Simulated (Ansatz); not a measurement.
Steps of a relaxation of CH4FGaGe with RKS PBE-D4/def2-SVP.

```sh
$ ansatz run in.yaml --threads 4 --pin off --events-out ev --progress --plain --max-ram 10444MiB
```

```yaml
crystal:
  periodic: [false, false, false]
  atoms:
    - {symbol: F, position_ang: [-1.495400, 1.489700, 0.350400]}
    - {symbol: C, position_ang: [-0.368100, 0.933100, -0.060800]}
    - {symbol: Ga, position_ang: [1.856000, 0.146100, 0.372700]}
    - {symbol: Ge, position_ang: [-0.633900, -0.906500, -0.542600]}
    - {symbol: H, position_ang: [0.047400, 1.467700, -0.956500]}
    - {symbol: H, position_ang: [1.127000, 0.038100, 1.242100]}
    - {symbol: H, position_ang: [0.586000, -1.520500, -1.191000]}
    - {symbol: H, position_ang: [-1.026900, -1.704800, 0.729900]}
basis:
  gaussian: {orbitals: def2-SVP}
hamiltonian: {xc: pbe, dispersion: d4}
relax: {f_tol: 0.03, max_steps: 200}
```

Positions (Å) and forces (eV/Å) along the path, 16 of 18 steps:

```xyz
8
step=1 energy=-112670.5908 eV
F    -1.495    1.490    0.350   -0.663    1.108    1.230
C    -0.368    0.933   -0.061   -0.593   -1.833   -2.211
Ga    1.856    0.146    0.373   11.057    1.031  -12.723
Ge   -0.634   -0.906   -0.543   -1.147   -0.019   -0.409
H     0.047    1.468   -0.957    0.419    0.695    0.414
H     1.127    0.038    1.242   -9.729   -0.524   13.969
H     0.586   -1.520   -1.191    0.775   -0.296   -0.376
H    -1.027   -1.705    0.730   -0.118   -0.163    0.105
8
step=4 energy=-112674.8517 eV
F    -1.420    1.477    0.488    0.484   -0.457   -0.224
C    -0.516    0.780   -0.238   -0.198    1.020    0.149
Ga    2.099   -0.036    0.247    0.133   -0.201    0.017
Ge   -0.804   -1.024   -0.681    0.042   -0.224   -0.148
H     0.083    1.511   -0.873   -0.277   -0.515    0.317
H     1.187    0.470    1.577   -0.024    0.352   -0.041
H     0.599   -1.484   -1.236   -0.050    0.070    0.016
H    -1.136   -1.750    0.661   -0.109   -0.045   -0.086
8
step=5 energy=-112674.9466 eV
F    -1.360    1.444    0.565    0.288   -0.424   -0.332
C    -0.496    0.760   -0.216    0.103    1.008    0.480
Ga    2.115   -0.087    0.265   -0.114   -0.108    0.201
Ge   -0.806   -1.033   -0.698   -0.073   -0.234   -0.263
H     0.102    1.502   -0.836   -0.278   -0.516    0.228
H     1.114    0.627    1.478    0.119    0.230   -0.286
H     0.606   -1.490   -1.236   -0.039    0.065    0.016
H    -1.182   -1.780    0.622   -0.006   -0.022   -0.043
8
step=6 energy=-112675.0734 eV
F    -1.347    1.410    0.598    0.088   -0.215   -0.087
C    -0.465    0.741   -0.163    0.161    0.668    0.386
Ga    2.100   -0.153    0.324   -0.150   -0.132    0.140
Ge   -0.817   -1.034   -0.728   -0.088   -0.162   -0.152
H     0.108    1.473   -0.796   -0.077   -0.248    0.083
H     1.122    0.798    1.382   -0.034    0.150   -0.339
H     0.596   -1.489   -1.250    0.057    0.002   -0.006
H    -1.205   -1.804    0.578    0.044   -0.062   -0.025
8
step=7 energy=-112675.2124 eV
F    -1.331    1.393    0.638   -0.071   -0.097    0.038
C    -0.426    0.741   -0.105    0.429    0.477    0.426
Ga    2.064   -0.236    0.375   -0.224   -0.101    0.170
Ge   -0.810   -1.025   -0.740   -0.241   -0.115   -0.135
H     0.122    1.465   -0.757   -0.033   -0.079   -0.038
H     1.065    0.920    1.234   -0.146   -0.003   -0.465
H     0.602   -1.487   -1.254    0.163   -0.016   -0.006
H    -1.195   -1.828    0.552    0.123   -0.067    0.011
8
step=8 energy=-112675.3997 eV
F    -1.308    1.381    0.685   -0.228   -0.023    0.094
C    -0.385    0.750   -0.054    0.946    0.562    0.571
Ga    2.019   -0.316    0.441   -0.241   -0.152    0.134
Ge   -0.801   -1.013   -0.748   -0.373   -0.100   -0.171
H     0.129    1.472   -0.732   -0.147   -0.036   -0.134
H     0.994    1.001    1.071   -0.418   -0.184   -0.573
H     0.613   -1.484   -1.253    0.254   -0.013    0.016
H    -1.168   -1.848    0.535    0.207   -0.054    0.062
8
step=9 energy=-112675.7370 eV
F    -1.277    1.372    0.741   -0.363    0.014    0.115
C    -0.333    0.776   -0.013    1.671    0.842    0.840
Ga    1.958   -0.421    0.533   -0.266   -0.279    0.046
Ge   -0.791   -0.994   -0.756   -0.479   -0.116   -0.241
H     0.104    1.502   -0.742   -0.297   -0.065   -0.180
H     0.911    1.042    0.900   -0.920   -0.381   -0.766
H     0.631   -1.475   -1.245    0.357   -0.002    0.059
H    -1.110   -1.859    0.528    0.296   -0.014    0.127
8
step=10 energy=-112676.2120 eV
F    -1.247    1.363    0.794   -0.298   -0.028    0.057
C    -0.281    0.819    0.005    1.879    1.012    0.851
Ga    1.852   -0.558    0.625   -0.216   -0.458   -0.017
Ge   -0.781   -0.973   -0.772   -0.548   -0.068   -0.254
H     0.043    1.550   -0.785   -0.336   -0.175   -0.008
H     0.848    1.049    0.763   -1.276   -0.338   -0.892
H     0.665   -1.459   -1.224    0.438    0.011    0.103
H    -1.007   -1.850    0.537    0.358    0.043    0.160
8
step=11 energy=-112676.6296 eV
F    -1.232    1.356    0.826   -0.171   -0.073   -0.001
C    -0.246    0.859    0.011    1.609    0.780    0.666
Ga    1.732   -0.708    0.674   -0.300   -0.427   -0.032
Ge   -0.782   -0.957   -0.796   -0.543    0.075   -0.216
H    -0.005    1.587   -0.809   -0.313   -0.153    0.012
H     0.806    1.060    0.670   -1.127   -0.280   -0.726
H     0.705   -1.433   -1.188    0.449    0.014    0.120
H    -0.887   -1.820    0.555    0.396    0.065    0.178
8
step=12 energy=-112676.7427 eV
F    -1.218    1.341    0.838    0.067   -0.091    0.020
C    -0.161    0.908    0.039   -3.614   -0.490   -2.293
Ga    1.612   -0.862    0.686   -0.335   -0.538    0.007
Ge   -0.808   -0.929   -0.827   -0.003    0.202    0.086
H    -0.035    1.599   -0.824   -0.137    0.014   -0.137
H     0.695    1.066    0.575    3.438    0.750    2.230
H     0.758   -1.407   -1.127    0.168    0.003    0.038
H    -0.750   -1.773    0.586    0.416    0.150    0.051
8
step=13 energy=-112677.1249 eV
F    -1.223    1.322    0.850   -0.098   -0.066   -0.012
C    -0.201    0.915    0.005    0.203    0.241    0.122
Ga    1.496   -1.015    0.719   -0.128   -0.211    0.235
Ge   -0.801   -0.908   -0.829   -0.288    0.036   -0.220
H    -0.106    1.617   -0.853   -0.089    0.058   -0.064
H     0.764    1.105    0.581   -0.005   -0.108   -0.150
H     0.779   -1.379   -1.127    0.071    0.042   -0.068
H    -0.616   -1.713    0.600    0.335    0.010    0.158
8
step=14 energy=-112677.1921 eV
F    -1.213    1.297    0.863    0.007    0.035   -0.025
C    -0.197    0.937   -0.019   -0.068   -0.028    0.082
Ga    1.392   -1.146    0.825    0.089    0.031   -0.012
Ge   -0.829   -0.896   -0.848    0.188    0.095    0.019
H    -0.157    1.649   -0.876   -0.024    0.005    0.030
H     0.781    1.109    0.527   -0.022   -0.107   -0.145
H     0.784   -1.337   -1.138   -0.001    0.031   -0.009
H    -0.470   -1.671    0.611   -0.170   -0.062    0.060
8
step=15 energy=-112677.1976 eV
F    -1.163    1.293    0.904    0.049    0.037   -0.016
C    -0.212    0.921   -0.044   -0.118    0.060    0.221
Ga    1.374   -1.150    0.867    0.069    0.016    0.048
Ge   -0.815   -0.895   -0.854   -0.023   -0.032   -0.133
H    -0.205    1.655   -0.883    0.027   -0.016   -0.005
H     0.808    1.039    0.436   -0.017    0.061   -0.042
H     0.830   -1.228   -1.094    0.004   -0.155   -0.039
H    -0.526   -1.692    0.612    0.009    0.029   -0.035
8
step=16 energy=-112677.2057 eV
F    -1.175    1.312    0.912    0.075   -0.093   -0.089
C    -0.220    0.931   -0.027    0.029    0.073    0.070
Ga    1.394   -1.139    0.862   -0.062    0.001   -0.033
Ge   -0.802   -0.891   -0.868    0.002   -0.063   -0.008
H    -0.206    1.659   -0.871   -0.010    0.006    0.005
H     0.798    1.062    0.451   -0.005    0.027   -0.001
H     0.830   -1.308   -1.115   -0.052    0.046    0.055
H    -0.527   -1.682    0.601    0.023    0.004    0.001
8
step=17 energy=-112677.2046 eV rejected
F    -1.156    1.296    0.915   -0.300    0.106    0.315
C    -0.215    0.937   -0.020    0.317   -0.168   -0.347
Ga    1.378   -1.137    0.871   -0.033    0.007   -0.015
Ge   -0.799   -0.891   -0.874    0.008   -0.011    0.009
H    -0.221    1.654   -0.874   -0.001    0.025    0.011
H     0.809    1.078    0.438    0.011    0.023    0.010
H     0.830   -1.303   -1.105   -0.004    0.009    0.011
H    -0.534   -1.691    0.593    0.003    0.009    0.005
8
step=18 energy=-112677.2078 eV
F    -1.172    1.300    0.909    0.011   -0.030   -0.004
C    -0.214    0.932   -0.027    0.023    0.003   -0.006
Ga    1.385   -1.138    0.860    0.003    0.001    0.014
Ge   -0.803   -0.893   -0.869   -0.009   -0.007   -0.012
H    -0.206    1.660   -0.872   -0.010    0.001    0.003
H     0.802    1.070    0.451    0.006    0.020   -0.002
H     0.825   -1.306   -1.109   -0.013    0.011    0.006
H    -0.526   -1.683    0.601   -0.011    0.000    0.001
```

It took 26 s on 4 threads of an Arm Neoverse V1 on a shared host, with 0.18 GiB of host memory at the peak.
